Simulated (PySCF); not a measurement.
## Dipole moment and polarisability of `C=C(C)S[SiH2]N`

Species: C3H9NSSi.
Structure used (GFN2-xTB), in Å, numbered top down from 1:
```xyz
15
C3H9NSSi angstrom
C     -1.479   -1.081   -0.009
C     -1.251    0.190   -0.306
C     -2.314    1.129   -0.782
S      0.328    0.980   -0.183
Si     1.773   -0.598    0.077
N      3.234    0.244   -0.210
H     -2.468   -1.494   -0.113
H     -0.715   -1.750    0.343
H     -3.284    0.639   -0.792
H     -2.078    1.477   -1.787
H     -2.356    2.002   -0.133
H      1.606   -1.166    1.417
H      1.596   -1.595   -0.971
H      4.118   -0.201   -0.036
H      3.287    1.234   -0.041
```

Level: wB97X-D/def2-SVPD (PySCF), static field, nuclei fixed, core orbitals frozen in the response. The polarisability tensor in these axes (au):

```
x   110.81   0.35   3.51
y     0.35  93.67  -5.58
z     3.51  -5.58  71.57
```

Diagonalise the tensor; give its mean and Δα, where Δα² is half the sum of the squared differences of the eigenvalues.

Principal values 69.94, 94.99 and 111.13 au; mean 92.02 au = 13.64 Å³ = 15.17 × 10⁻⁴⁰ C²·m²/J; Δα = 35.94 au (39 % of the mean).

What is the dipole moment, and where does it point?

(0.70, -0.51, 0.47) D, 0.98 D in size, pointing from the negative to the positive side. Measured along this direction, the outermost atoms are H10 and H9 at the negative end and H14 at the positive end.

What molar refraction does this α imply?

Lorentz–Lorenz: R = (4π/3)N_A α = 2.5225 cm³/(mol·Å³) × 13.64 Å³ = 34.4 cm³/mol, in the limit of long wavelengths.

What are the principal values of the traceless quadrupole moment, Θ = ½Σq(3rr − r²1), about the centre of nuclear charge?

-11.27, -2.53, 13.80 D·Å. The values depend on the origin, since the dipole doesn't vanish. The electronic extent ⟨r²⟩ about the same centre is 1138 bohr², a root-mean-square distance of 2.23 Å for the 64 electrons.

Give the principal axes and the span of the nuclei along them.

Largest value along (1.00, -0.01, 0.09), where the nuclei span 7.45 Å; middle along (0.03, 0.97, -0.23), 3.71 Å; least along (-0.09, 0.23, 0.97), 2.41 Å. The response follows the extents in order.

Geometry: GFN2-xTB, one conformer, isolated molecule.

These values come from a run that also computed excited states. Hardware: one thread, Arm Neoverse N1 (aarch64), shared host with 64 logical CPUs at a one-minute load of 60. Cost: 74 s wall (grids of density and orbitals included), 0.85 GiB resident at most.
